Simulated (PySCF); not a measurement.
Predicted microwave data (CAM-B3LYP/def2-SVPD in PySCF (dipole) on a GFN2-xTB geometry, gas phase) for one isomer of C6H6F2:

```
Rotational constants : A = 5959, B = 829.1, C = 727.8 MHz
Dipole components    : |μa| = 0.19 D, |μb| = 2.83 D, |μc| = 0.00 D
Inertial defect      : 0.00 u·Å²
κ                    : -0.96
```

**Question.** Which candidate fits, each taken in the one conformer that was computed?
A. `C=C1C[C@@H](F)/C1=C/F`
B. `[CH2:1]=[C:2]([F:3])/[CH:4]=[CH:5]/[CH:6]=[CH:7]\[F:8]` with C1–C2–C4–C5 180°, C4–C5–C6–C7 180°
C. `[F:1][C:2]1=[CH:3][CH2:4][CH:5]=[CH:6][C@@H:7]1[F:8]` with C2–C3–C4–C5 -11°, C3–C4–C5–C6 11°, C5–C6–C7–F8 104°, F1–C2–C7–C6 -164°

**Answer.** B. It is C=C(F)/C=C/C=C\F, a near-prolate asymmetric top, point group Cs. The candidates at the same level (rigid rotor, commonest isotopes):

```
               SMILES  A (MHz)  B (MHz)  C (MHz)  μa (D)  μb (D)  μc (D)  Δ (u·Å²)  point group                        rotor
C=C1C[C@@H](F)/C1=C/F     2742     1787     1133    0.48    0.91    1.21    -21.21           C1               asymmetric top
    FC1=CCC=C[C@@H]1F     2838     2146     1384    3.02    1.10    0.95    -48.31           C1               asymmetric top
     C=C(F)/C=C/C=C\F     5959    829.1    727.8    0.19    2.83    0.00      0.00           Cs  near-prolate asymmetric top
```

`FC1=CCC=C[C@@H]1F` has B 159 % too high; `C=C1C[C@@H](F)/C1=C/F` has B 116 % too high. In the right answer the mirror of this Cs structure is the ab plane, so μc vanishes by symmetry. No structure here is proved a minimum.
